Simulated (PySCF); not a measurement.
A calculated (UHF, PySCF 2.14, x2c-SVPall, scalar relativity by spin-free X2C-1e) atom or ion has these occupied shells.

```csv
shell,electrons,orbital energy (eV),"rms radius, mean of both spins (bohr)"
1s α,1,-9738.0,0.0581
1s β,1,-9737.9,0.0581
2s α,1,-1242.7,0.244
2s β,1,-1242.6,0.244
2p β,3,-1074.4,0.219
2p α,3,-1074.4,0.219
3s α,1,-167.43,0.732
3s β,1,-167.15,0.732
3p α,3,-115.15,0.778
3p β,3,-115.12,0.778
3d α,5,-30.328,1.00
3d β,5,-30.294,1.00
4s α,1,-16.943,2.72
```

Q: Name the element and its charge.

A: Zn+ (zinc, charge +1), in [Ar] 3d10 4s1, 2S determinant.
